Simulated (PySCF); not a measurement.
Te(NH2)(SiH3) (H₅NSiTe), SMILES N[Te][SiH3]. Atoms are numbered in the order given.

```xyz
8

Te     0.3663    -0.4762     0.0000
N     -1.5691    -1.2002     0.0000
H     -2.0600    -0.8536    -0.8236
H     -2.0600    -0.8536     0.8236
Si    -0.2121     1.9638     0.0000
H     -1.0179     2.3143     1.2097
H     -1.0179     2.3143    -1.2097
H      1.0605     2.7476     0.0000
```

Geometry: PBE0-D3(BJ)/def2-SVP. The def2 effective core potentials stand for the cores of Te; spin–orbit coupling is left out. One conformer was computed; it need not be the lowest.

Method: PBE0/def2-TZVPD run with PySCF.

Mulliken values depend strongly on the basis, most of all with diffuse functions as here. ESP charges are fitted to the potential on shells at 1.4 to 2.0 van der Waals radii. Atomic charges (e):

```tsv
atom	Mulliken	ESP fit
Te1	0.16	…
N2	-0.64	…
H3	0.26	0.33
H4	0.26	0.33
Si5	-0.02	…
H6	0.00	0.04
H7	0.00	0.04
H8	-0.01	0.08
```

Task: Complete the blanks. (The exact figures need the calculation; the answer reports its results.)

Result: 
- Te1, ESP fit: 0.10
- N2, ESP fit: -0.70
- Si5, ESP fit: -0.21
